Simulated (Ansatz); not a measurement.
Reactions of C3H4OSi (`C#CC(=O)[SiH3]`).

Calculated with Ansatz (gas phase, PBE0-D4/def2-TZVP geometries, no zero-point term in ΔE). CCSD(T)/CBS is the MP2 limit (def2-TZVPP, def2-QZVPP) plus CCSD(T) − MP2 in def2-TZVPP, frozen cores. This one scheme is used for every species. Functionals use def2-TZVPP. For As, Br, Ge outer-core shells are correlated without core-valence functions, which leaves a few kJ/mol of doubt a bond. Scalar relativity is left out up to krypton. One conformer a species, not always the lowest.

| reaction | ωB97X-V (kcal/mol) | PBE0-D4 (kcal/mol) | CCSD(T)/CBS(def2) (kcal/mol) |
| --- | --- | --- | --- |
| `C#CC(=O)[SiH3]` + `[NH2][Al]([OH])[F]` → `[NH2][Al]([F])[O][SiH3]` + `C#CC=O` | -30.9 | -28.8 | -30.8 |
| `C#CC(=O)[SiH3]` + H₂O → `C#CC(=O)O` + SiH₄ | -12.1 | -11.2 | -7.9 |
| `C#CC(=O)[SiH3]` + HBr → `[SiH3]Br` + `C#CC=O` | -25.6 | -25.4 | -25.9 |
| `C#CC(=O)[SiH3]` + `OC[SiH2]S` → `[SiH3]OC[SiH2]S` + `C#CC=O` | -24.8 | -22.9 | -24.9 |
| `C#CC(=O)[SiH3]` + `[OH][GeH2][OH]` → `[OH][GeH2][O][SiH3]` + `C#CC=O` | -28.8 | -26.7 | -29.0 |
| `C#CC(=O)[SiH3]` + `[AsH3]` → `O=C([SiH3])[AsH2]` + `C#C` | 2.4 | 2.6 | 0.9 |
| `C#CC(=O)[SiH3]` + `N[SiH](O)Cl` → `N[SiH](Cl)O[SiH3]` + `C#CC=O` | -28.3 | -26.3 | -28.6 |
| `C#CC(=O)[SiH3]` + `[SiH3]C#CS` → `[SiH3]C#CS[SiH3]` + `C#CC=O` | -18.0 | -18.7 | -18.6 |

Largest T1 diagnostic: 0.016, for `C#CC(=O)O`.
